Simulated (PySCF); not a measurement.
## Radial density of Hf (hafnium, neutral)

UHF, [Xe] 4f14 5d2 6s1 6p1, one real determinant (an excited configuration). Computed with PySCF 2.14 in aug-cc-pwCVTZ-PP with ECP60MDF (8s8p7d4f3g, 122 functions), with scalar relativity through the core potential. This is the valence pseudo-density: the core potential removes the inner electrons and smooths the orbitals near the nucleus.

| r (bohr) | 4πr²ρ (e/bohr) | 4πr²(ρα − ρβ) |
| --- | --- | --- |
| 0.249 | 0.0001613 | 0.0000 |
| 0.419 | 0.03758 | 0.0015 |
| 0.704 | 2.926 | 0.0894 |
| 1.18 | 8.889 | 0.6400 |
| 1.99 | 2.859 | 1.1189 |
| 3.35 | 0.9461 | 0.9166 |
| 5.64 | 0.2569 | 0.2569 |
| 9.48 | 0.01279 | 0.0128 |
| 15.9 | 2.869e-05 | 0.0000 |

⟨L²⟩ = 14.07 against 20 for a pure G term, so this real determinant mixes terms. Energies and moments cover only the electrons outside the core potential. Spin-orbit coupling, absent here, splits the open shell strongly.
